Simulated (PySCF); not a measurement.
arsenic trifluoride (AsF₃), SMILES F[As](F)F. Atoms are numbered in the order given.

```xyz
4

F      1.2816    -0.7399    -0.4878
As     0.0000     0.0000     0.3991
F      0.0000     1.4798    -0.4878
F     -1.2816    -0.7399    -0.4878
```

Geometry: ωB97X-D3(BJ)/def2-SVP.

These are PySCF with B3LYP/def2-TZVPD values and carry that method's errors.

Symmetry labels are those of the subgroup Cs that the program uses (full group C3v).

Computed valence orbital energies around the gap with their symmetry:
```csv
orbital,symmetry,energy (eV)
HOMO−7,A",-14.38
HOMO−6,A',-13.56
HOMO−5,A',-12.64
HOMO−4,A",-12.64
HOMO−3,A',-11.94
HOMO−2,A",-11.94
HOMO−1,A",-11.73
HOMO,A',-9.84
LUMO,A',-1.53
LUMO+1,A",-1.53
LUMO+2,A',0.14
LUMO+3,A',0.47
```
